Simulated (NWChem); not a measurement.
System: LaBrCl₂; SMILES [Cl][La]([Cl])[Br]

NWChem input:

```
start job
memory heap 200 mb stack 900 mb global 1100 mb
geometry units angstroms noautoz
  La     0.151870    -0.306883     0.000000
  Cl     0.719935    -1.506518     2.236612
  Cl     0.719935    -1.506518    -2.236612
  Br    -0.213039     2.434787     0.000000
end
basis spherical
  * library def2-svp
end
ecp
  La library def2-ecp
end
dft
  xc xpbe96 cpbe96
  iterations 150
end
tddft
  cis
  nroots 8
  notriplet
end
task tddft energy
```

All runs use the structure optimised with PBE0/def2-SVP. def2 effective core potentials on La; no spin-orbit coupling.

Vertical excitations in the gas phase.

Problem. Predict the main results of this run. (PBE/def2-SVP with def2 effective core potentials on La, TDA.) Quantities: lowest excitation, singlet (eV); oscillator strength of that lowest state; orbital gap (eV).

Solution. 
```json
{
  "lowest excitation, singlet (eV)": "3.50",
  "oscillator_strength_of_that_lowest_state": "0.003",
  "orbital gap (eV)": "3.50"
}
```
